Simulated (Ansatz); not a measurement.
Job for Ansatz (a program for electronic structure): R-CCSD(T)/aug-cc-pVDZ on GeH4N2 (a complex), monomers drawn apart or pushed together. The run froze 16 orbitals, filled d shells among them.

Ansatz 0.2 input:
```yaml
crystal:
  periodic: [false, false, false]
  atoms:
    - {symbol: N, position_ang: [-0.21362157, -0.07656925, -1.11253120]}
    - {symbol: N, position_ang: [-0.50001753, 0.37811009, -0.16328979]}
    - {symbol: Ge, position_ang: [0.31996120, -0.13412870, 4.78261698]}
    - {symbol: H, position_ang: [0.69810846, -0.45555322, 6.23689852]}
    - {symbol: H, position_ang: [-0.36085023, -1.35731673, 4.15123930]}
    - {symbol: H, position_ang: [1.58990764, 0.20860658, 3.99008934]}
    - {symbol: H, position_ang: [-0.64209918, 1.06150465, 4.75483214]}
basis:
  gaussian:
    orbitals: aug-cc-pVDZ
magnetization: {spin_polarized: false}
correlation: {method: ccsd_t, electrons: outside_noble_gas}
scf: {lower_state_search: off}
```

Program output:

```
WARN ansatz: RAYON_NUM_THREADS=2 ignored (pool sized by the plan → 2); use --threads N
Functional definition: HF
these checks for a lower state are left out or cut short: stability, starts, cluster_reference, orbital_swaps, neighbouring_geometries, increment
integrals: 0.21 GiB planned
1204 factors; integrals over basis functions are off by at most 6.6e-4 eV
mean field: 0.39 GiB planned
mean field evaluation 1: about -59499.6973 eV, gradient 1.4e1 eV
mean field evaluation 2: about -59499.7415 eV, gradient 1.4e1 eV
mean field evaluation 4: about -59500.5628 eV, gradient 5.0e-1 eV
mean field evaluation 8: about -59500.5643 eV, gradient 4.9e-5 eV
mean field -59500.56429567 eV, -2186.6054069349 hartree, gradient 4.3e-6 eV, S^2 0.000000; 0 other end points of the search recorded, 0 dependent functions left out
16 core orbitals not correlated
reference -59500.56429567 eV, -2186.6054069349 hartree; 9, 9 occupied and 93, 93 virtual orbitals, 1204 factors
second order -11.79111707 eV of doubles, -0.00000000 eV of singles
coupled cluster: 0.48 GiB planned
cycle   1  -12.11382033 eV  change   -3.2e-1 eV  update   9.4e-2
cycle   2  -12.61920278 eV  change   -5.1e-1 eV  update   3.0e-2
cycle   3  -12.70364757 eV  change   -8.4e-2 eV  update   1.2e-2
cycle   4  -12.70850494 eV  change   -4.9e-3 eV  update   3.2e-3
cycle   5  -12.71004225 eV  change   -1.5e-3 eV  update   7.4e-4
cycle   6  -12.71001572 eV  change    2.7e-5 eV  update   1.8e-4
cycle   7  -12.71014439 eV  change   -1.3e-4 eV  update   4.3e-5
cycle   8  -12.71016471 eV  change   -2.0e-5 eV  update   1.2e-5
cycle   9  -12.71016526 eV  change   -5.5e-7 eV  update   3.8e-6
perturbative correction -0.43636353 eV, -0.0160360639 hartree
Total energy: -59513.71082446 eV, -2187.0885329568 hartree
Checks for a lower state left out: stability, starts, cluster_reference, orbital_swaps, neighbouring_geometries, increment
```

The calculation finished and met its thresholds.

Cost: roughly 9 core-seconds.
